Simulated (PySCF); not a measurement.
Te⁴⁷⁺: ionisation energy

Te⁴⁷⁺ [He] 2s2 2p1 (2P) → Te⁴⁸⁺ [He] 2s2 (1S), as a difference of total energies. Calculation: PySCF 2.14, in an uncontracted even-tempered set (19 s from 22 bohr⁻², ratio 2.2; 12 p from 28 bohr⁻², ratio 2.2; 5 d from 110 bohr⁻², ratio 2.4; 5 f from 160 bohr⁻², ratio 2.4; 4 g from 240 bohr⁻², ratio 2.4); the spin-free X2C one-electron Hamiltonian (Gaussian nucleus). Correlated levels: nothing frozen; virtual orbitals above 40 to 60 times the deepest correlated orbital energy dropped. The calculations carry no spin-orbit coupling.

```json
{"method": "UHF", "ionisation energy (eV)": "8296.1"}
{"method": "LDA", "ionisation energy (eV)": "8289.5"}
{"method": "PBE", "ionisation energy (eV)": "8297.4"}
{"method": "PBE0", "ionisation energy (eV)": "8297.3"}
{"method": "r2SCAN", "ionisation energy (eV)": "8299.7"}
{"method": "MN15", "ionisation energy (eV)": "8293.7"}
{"method": "PBEsol", "ionisation energy (eV)": "8293.0"}
{"method": "MP2 (all electrons)", "ionisation energy (eV)": "8295.4"}
{"method": "SCS-MP2 (all electrons)", "ionisation energy (eV)": "8295.0"}
```

A first-order spin-orbit estimate (lowest level to lowest level, LS coupling) adds 196.6 eV.

For this ion Breit and QED terms and the two-electron picture change, all absent here, outweigh the differences among the correlated methods.

First order in ζ underestimates the shift of j = l − 1/2 levels at high Z.

For comparison: 8499 ± 4 eV (theoretical estimate listed by NIST; NIST Atomic Spectra Database, ionization energies).
